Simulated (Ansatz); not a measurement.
## A relaxation, step by step

CH₇GaS, singlet, PBE0-D4/def2-TZVP (Ansatz 0.2.0). Settings:

```yaml
hamiltonian: {xc: pbe0, dispersion: d4}
relax: {f_tol: 0.005, max_steps: 200}
```

Start, a step off a saddle point along its unstable mode:

```tsv
atom	x (Å)	y (Å)	z (Å)
Ga1	-0.9147	0.1226	0.8014
C2	0.5527	0.6434	-0.8447
H3	-2.1810	-0.3953	0.0586
H4	-0.7450	1.2722	1.8384
H5	0.6378	-0.2251	-0.0682
S6	0.6278	-1.6301	1.2888
H7	-0.1481	1.4913	-1.0468
H8	1.5142	1.1283	-0.6611
H9	0.5574	0.0593	-1.7503
H10	0.0990	-2.4665	0.3839
```

```tsv
step	energy less the last (meV)	largest force component (eV/Å)
1	1164.9	1.017
4	96.0	0.495
7	15.0	0.180
10	5.3	0.042
13	4.2	0.026
16	3.1	0.045
19 (rejected trial)	5.9	0.127
22	1.5	0.041
25 (rejected trial)	1.0	0.072
28	0.5	0.038
31	0.2	0.016
34	0.1	0.014
37	0.0	0.003
40 (rejected trial)	0.1	0.048
43	0.0	0.001
```

Step 16, positions (Å) and forces (eV/Å):

```json
{"atom": "Ga1", "x": "-1.107", "y": "-0.297", "z": "1.167", "Fx": "0.009", "Fy": "0.002", "Fz": "0.003"}
{"atom": "C2", "x": "0.849", "y": "0.922", "z": "-1.182", "Fx": "-0.011", "Fy": "0.005", "Fz": "-0.021"}
{"atom": "H3", "x": "-2.103", "y": "-0.568", "z": "-0.002", "Fx": "0.002", "Fy": "0.001", "Fz": "0.001"}
{"atom": "H4", "x": "-0.952", "y": "1.028", "z": "1.975", "Fx": "-0.005", "Fy": "-0.002", "Fz": "-0.004"}
{"atom": "H5", "x": "1.208", "y": "0.163", "z": "-0.483", "Fx": "-0.015", "Fy": "0.009", "Fz": "-0.006"}
{"atom": "S6", "x": "0.178", "y": "-1.957", "z": "1.841", "Fx": "0.001", "Fy": "0.019", "Fz": "0.013"}
{"atom": "H7", "x": "0.062", "y": "1.530", "z": "-0.728", "Fx": "0.043", "Fy": "-0.024", "Fz": "-0.017"}
{"atom": "H8", "x": "1.684", "y": "1.574", "z": "-1.443", "Fx": "-0.038", "Fy": "-0.018", "Fz": "0.002"}
{"atom": "H9", "x": "0.462", "y": "0.437", "z": "-2.079", "Fx": "0.019", "Fy": "0.027", "Fz": "0.045"}
{"atom": "H10", "x": "-0.283", "y": "-2.831", "z": "0.934", "Fx": "-0.005", "Fy": "-0.019", "Fz": "-0.016"}
```

Step 22, positions (Å) and forces (eV/Å):

| atom | x | y | z | Fx | Fy | Fz |
| --- | --- | --- | --- | --- | --- | --- |
| Ga1 | -1.115 | -0.302 | 1.139 | -0.011 | -0.004 | 0.003 |
| C2 | 0.850 | 0.924 | -1.162 | -0.015 | 0.020 | -0.017 |
| H3 | -2.068 | -0.587 | -0.063 | 0.002 | 0.003 | -0.001 |
| H4 | -1.016 | 1.023 | 1.957 | 0.005 | -0.008 | -0.007 |
| H5 | 1.240 | 0.165 | -0.480 | -0.002 | -0.001 | -0.006 |
| S6 | 0.170 | -1.944 | 1.853 | 0.002 | -0.002 | 0.000 |
| H7 | 0.171 | 1.601 | -0.637 | 0.034 | -0.024 | -0.027 |
| H8 | 1.688 | 1.505 | -1.550 | -0.040 | -0.020 | 0.011 |
| H9 | 0.324 | 0.441 | -1.986 | 0.025 | 0.026 | 0.041 |
| H10 | -0.244 | -2.826 | 0.928 | 0.001 | 0.010 | 0.003 |

Step 37, positions (Å) and forces (eV/Å):

| atom | x | y | z | Fx | Fy | Fz |
| --- | --- | --- | --- | --- | --- | --- |
| Ga1 | -1.179 | -0.336 | 1.087 | 0.000 | 0.003 | 0.001 |
| C2 | 0.887 | 0.944 | -1.128 | -0.001 | 0.000 | -0.002 |
| H3 | -2.096 | -0.692 | -0.124 | 0.001 | 0.000 | 0.000 |
| H4 | -1.143 | 1.014 | 1.865 | -0.001 | -0.001 | 0.000 |
| H5 | 1.364 | 0.152 | -0.549 | 0.000 | 0.002 | -0.001 |
| S6 | 0.161 | -1.901 | 1.867 | -0.001 | 0.000 | -0.002 |
| H7 | 0.474 | 1.701 | -0.458 | 0.001 | -0.003 | -0.002 |
| H8 | 1.634 | 1.415 | -1.767 | -0.003 | -0.002 | 0.002 |
| H9 | 0.097 | 0.526 | -1.751 | 0.003 | 0.003 | 0.003 |
| H10 | -0.199 | -2.823 | 0.959 | 0.001 | -0.002 | 0.001 |

Last step (43):

Ga1  (-1.182, -0.339, 1.083)
C2  (0.890, 0.947, -1.125)
H3  (-2.098, -0.699, -0.127)
H4  (-1.149, 1.014, 1.858)
H5  (1.371, 0.154, -0.551)
S6  (0.161, -1.900, 1.866)
H7  (0.493, 1.708, -0.452)
H8  (1.628, 1.409, -1.780)
H9  (0.086, 0.531, -1.734)
H10  (-0.199, -2.825, 0.962)
(Å)

The run took about 84 s on 4 CPU threads of an Arm Neoverse V2 (shared host).
